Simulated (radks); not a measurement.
Task: Valence configurations of Bi3+. Method: scalar-relativistic Kohn-Sham, r2SCAN, spin-unpolarised, spherical densities, finite nucleus; meta-GGA in the generalised Kohn-Sham scheme; Fermi nuclear charge, rms radius 5.5211 fm; computed with a radial shooting solver on a logarithmic mesh with Libxc functionals. Order these by energy: [Xe] 4f14 5d9.5 6s2 6p0.5; [Xe] 4f13 5d10 6s1 6p2; [Xe] 4f14 5d9.5 6s1.5 6p1; [Xe] 4f13.5 5d9.5 6s2 6p1; [Xe] 4f14 5d10 6s1 6p1; [Hg]; [Xe] 4f14 5d9 6s2 6p1; [Xe] 4f13 5d10 6s2 6p1; [Xe] 4f14 5d10 6p2; [Xe] 4f11 5d10 6s1 6p4.

Result: From the lowest, in eV above it: [Hg] 0.000; [Xe] 4f14 5d10 6s1 6p1 12.984; [Xe] 4f14 5d9.5 6s2 6p0.5 14.593; [Xe] 4f14 5d9.5 6s1.5 6p1 21.239; [Xe] 4f14 5d10 6p2 25.923; [Xe] 4f14 5d9 6s2 6p1 29.884; [Xe] 4f13.5 5d9.5 6s2 6p1 95.731; [Xe] 4f13 5d10 6s2 6p1 164.55; [Xe] 4f13 5d10 6s1 6p2 178.34; [Xe] 4f11 5d10 6s1 6p4 566.78. NIST lists [Hg] as the ground configuration; this level of theory agrees among the configurations tried. The energies are those of spherical spin-averaged densities, not of single terms.
